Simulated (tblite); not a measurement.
Isomers of C10H7Cl. Method: GFN2-xTB as coded in tblite; computed harmonic values from a numerical Hessian at the method's own geometry, unscaled. Errors from tens to a few hundred cm⁻¹ against measured bands are possible. One conformer each.

Electronic energies: GFN2-xTB at the same geometries; isomer energies are rough at this level and their order can be wrong.

```csv
SMILES,"electronic energy, lowest = 0 (kcal/mol)"
Clc1cccc2ccccc12,0.0
Clc1cc2cccccc-2c1,31.1
Clc1ccc2cccc-2cc1,32.1
```

Problem. How do GFN2-xTB zero-point energies change the relative energies?

Solution. 
```json
{"SMILES": "Clc1cccc2ccccc12", "ZPE (kcal/mol)": "83.8", "of it from modes above 1550 cm⁻¹": "37.7", "electronic (kcal/mol)": "0.0", "with ZPE, lowest = 0 (kcal/mol)": "0.0", "lowest mode (cm⁻¹)": "104", "rings": "2"}
{"SMILES": "Clc1cc2cccccc-2c1", "ZPE (kcal/mol)": "82.9", "of it from modes above 1550 cm⁻¹": "35.4", "electronic (kcal/mol)": "31.1", "with ZPE, lowest = 0 (kcal/mol)": "30.3", "lowest mode (cm⁻¹)": "86", "rings": "2"}
{"SMILES": "Clc1ccc2cccc-2cc1", "ZPE (kcal/mol)": "82.8", "of it from modes above 1550 cm⁻¹": "35.5", "electronic (kcal/mol)": "32.1", "with ZPE, lowest = 0 (kcal/mol)": "31.1", "lowest mode (cm⁻¹)": "76", "rings": "2"}
```

The zero-point energies span 1.0 kcal/mol, from `Clc1ccc2cccc-2cc1` to `Clc1cccc2ccccc12`. The order is unchanged.

Problem. What do entropy and thermal enthalpy add at 298.15 K and 1 bar (rigid rotor, harmonic oscillator, one conformer each)?

Solution. 
| SMILES | point group | symmetry number | S (cal/(mol K)) | H − H(0) (kcal/mol) | ZPE + H − H(0) − TS (kcal/mol) |
| --- | --- | --- | --- | --- | --- |
| Clc1cccc2ccccc12 | Cs | 1 | 90.7 | 5.88 | 62.6 |
| Clc1cc2cccccc-2c1 | C2v | 2 | 91.0 | 6.09 | 61.9 |
| Clc1ccc2cccc-2cc1 | C2v | 2 | 90.8 | 6.07 | 61.7 |
